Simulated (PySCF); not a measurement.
## K⁻ (potassium, charge -1) across methods

[Ar] 4s2, closed-shell 1S. Calculation: PySCF 2.14, in aug-cc-pwCVTZ-X2C; scalar relativity by spin-free X2C-1e.

```csv
method,E (hartree),mean ε 3s (eV),mean ε 3p (eV),mean ε 4s (eV),Σ⟨r²⟩ (bohr²),⟨S²⟩
LDA,-600.506,-31.217,-14.878,0.707,124.7,0.000
PBE,-602.042,-31.470,-14.944,0.738,127.2,0.000
wB97X-V,-602.165,-37.649,-19.668,-0.544,125.5,0.000
UHF,-601.46113,-44.575,-22.592,-0.251,148.3,0.000
B3LYP,-602.273,-34.036,-16.453,0.511,126.9,0.000
TPSSh,-602.262,-33.572,-16.147,0.568,128.5,0.000
r2SCAN,-602.209,-33.106,-15.794,0.679,131.0,0.000
wB97X,-602.255,-37.543,-19.617,-0.612,125.9,0.000
```

Estimate the same row for PBE0.

E (hartree) = -602.082; mean ε 3s (eV) = -34.957; mean ε 3p (eV) = -17.047; mean ε 4s (eV) = 0.388; Σ⟨r²⟩ (bohr²) = 126.4; ⟨S²⟩ = 0.000.

The highest occupied level is positive at LDA, PBE0, PBE, B3LYP, TPSSh, r2SCAN: only the finite basis holds that electron, which in a density functional comes from self-interaction.
